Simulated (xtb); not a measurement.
Ga(Me)3 (C3H9Ga), SMILES [CH3][Ga]([CH3])[CH3]. All values are semi-empirical tight-binding results from xtb (GFN2-xTB unless named), good for trends rather than for accurate numbers. Geometry optimised at GFN2-xTB. The isomer is the one that the SMILES or the coordinates give; other isomers of the formula were not compared.

Optimised geometry:

Bond lengths (Å): Ga1–C2 2.046, Ga1–C6 2.046, Ga1–C10 2.046, C2–H3 1.094, C2–H4 1.094, C2–H5 1.093, C6–H7 1.094, C6–H8 1.094, C6–H9 1.093, C10–H11 1.093, C10–H12 1.094, C10–H13 1.094. Angles (°): C2–Ga1–C6 120.0, C2–Ga1–C10 119.9, C6–Ga1–C10 120.1, Ga1–C2–H3 111.0, Ga1–C2–H4 111.1, Ga1–C2–H5 111.6, H3–C2–H4 107.1, H3–C2–H5 107.9, H4–C2–H5 108.0, Ga1–C6–H7 111.1, Ga1–C6–H8 111.0, Ga1–C6–H9 111.6, H7–C6–H8 107.1, H7–C6–H9 108.1, H8–C6–H9 107.8, Ga1–C10–H11 111.7, Ga1–C10–H12 111.0, Ga1–C10–H13 111.1, H11–C10–H12 107.9, H11–C10–H13 108.0, H12–C10–H13 107.0.
Charge 0, spin multiplicity 1.

For metal compounds this method's bond lengths and energies can be far off.

```yaml
orbital_gap: 4.74 eV
zero_point_energy: 63.6 kcal/mol
G − E(el) at 298.15 K (modified RRHO): 42.2 kcal/mol
```

Q: Give the atomic charges and the Wiberg bond orders between heavy atoms. (The exact figures need the calculation; the answer reports its results.)

A: charges (e) Ga1 0.02, C2 -0.16, H3 0.05, H4 0.05, H5 0.06, C6 -0.16, H7 0.05, H8 0.05, H9 0.06, C10 -0.16, H11 0.06, H12 0.05, H13 0.05. Bond orders Ga1–C2 0.90, Ga1–C6 0.90, Ga1–C10 0.90.
